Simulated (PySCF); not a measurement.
## Oxygen: a sound run and one with changed settings

Sound run: O⁺ [He] 2s2 2p3, O²⁺ [He] 2s2 2p2. Computed with PySCF 2.14 in x2c-SVPall, with the spin-free X2C one-electron Hamiltonian (Gaussian nucleus). In the sound run the correlated levels freeze 1s2. The sound run starts from symmetry-adapted Hartree-Fock orbitals and uses a fine grid where one is needed.

Changed run: basis STO-3G, all-electron and non-relativistic. This setting is unsound on purpose.

```
species   method  sound run (hartree)  changed run (hartree)  converged
     O⁺      UHF            -74.32809              -73.44358        yes
     O⁺     PBE0            -74.47157              -73.55716        yes
     O⁺   r2SCAN            -74.51457              -73.60160        yes
     O⁺      MP2            -74.39708              -73.44358        yes
    O²⁺      UHF            -73.05232              -72.10797        yes
    O²⁺     PBE0            -73.16793              -72.20053        yes
    O²⁺   r2SCAN            -73.20535              -72.23888        yes
    O²⁺      MP2            -73.10718              -72.11973        yes
    O²⁺  CCSD(T)            -73.13052              -72.12986        yes
```

Ionisation energy of O⁺:

| method | sound run (eV) | changed run (eV) |
| --- | --- | --- |
| UHF | 34.716 | 36.344 |
| PBE0 | 35.474 | 36.916 |
| r2SCAN | 35.626 | 37.081 |
| MP2 | 35.100 | 36.024 |
| SCS-MP2 | 34.902 | 35.960 |

A minimal basis cannot let orbitals breathe on ionisation and holds almost no correlation. The Hamiltonian changed with the basis, so the totals do not compare.

For comparison, NIST gives 35.121 eV between the lowest levels.
